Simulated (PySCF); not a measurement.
**[Eu(NH2)4]− at several levels of theory**

Computed with PySCF 2.14.0 (density fitting, no spin-orbit coupling) at the geometry relaxed with B3LYP:

```xyz
13
[Eu(NH2)4]− (singlet in the valence; each metal's 4f electrons, 6 of them, lie in its core potential, out of spins and levels)
Eu    0.0001    0.0000    0.0000
N     1.3859    1.2444    1.3589
H     1.3421    1.4403    2.3618
H     2.2523    1.6869    1.0374
N    -1.3858   -1.3588    1.2445
H    -2.2526   -1.0376    1.6864
H    -1.3420   -2.3618    1.4403
N     1.3859   -1.2444   -1.3589
H     2.2523   -1.6869   -1.0374
H     1.3421   -1.4403   -2.3618
N    -1.3858    1.3588   -1.2445
H    -1.3420    2.3618   -1.4403
H    -2.2526    1.0376   -1.6864
```

```csv
level,basis,state,HOMO (eV),gap (eV),charge on Eu1 (e),population of f-type functions on Eu1 (polarisation alone where 4f lies in the core),dipole about the centre of mass (D),largest force component (eV/Å)
B3LYP,"Eu lcecp-1-SVP with ECP52, N def2-SVP, H def2-SVP",singlet,-0.90,4.46,0.57,0.06,0.00,0.01
PBE,the same,singlet,0.22,3.00,0.39,0.06,0.00,0.29
B3LYP,"Eu lcecp-1-TZVP with ECP52, N def2-TZVP, H def2-TZVP",singlet,-1.24,4.58,1.47,0.06,0.00,0.39
```

In the lcecp rows the 4f levels are missing from HOMO and gap, and the state counts the valence alone.

Charges are Mulliken's, which hang on the basis. The relaxation used the grid (50, 194), these runs (75, 302) or, all-electron (x2c bases, spin-free X2C Hamiltonian), (99, 590).

Question: A further run in the first row's basis gives HOMO (eV) -4.59, gap (eV) 10.18, charge on Eu1 (e) 1.22, population of f-type functions on Eu1 (polarisation alone where 4f lies in the core) 0.06, dipole about the centre of mass (D) 0.00, largest force component (eV/Å) 0.76. Which level was it?
A. TPSS
B. PBE0
C. HF

Answer: C. The others give HOMO 0.17 eV (TPSS); -1.14 eV (PBE0).

In the first row's basis the gap widens with exact exchange: 3.0 to 3.3 eV for PBE, TPSS (none); 4.5 to 5.0 eV for B3LYP, PBE0 (a fixed share); 10.2 eV for Hartree–Fock (rising or full at long range).

An lcecp potential fixes the number of 4f electrons, so in runs with it no electron can move into or out of that shell.

The highest filled level of some runs lies above zero, as often for anions with such functionals and bases.
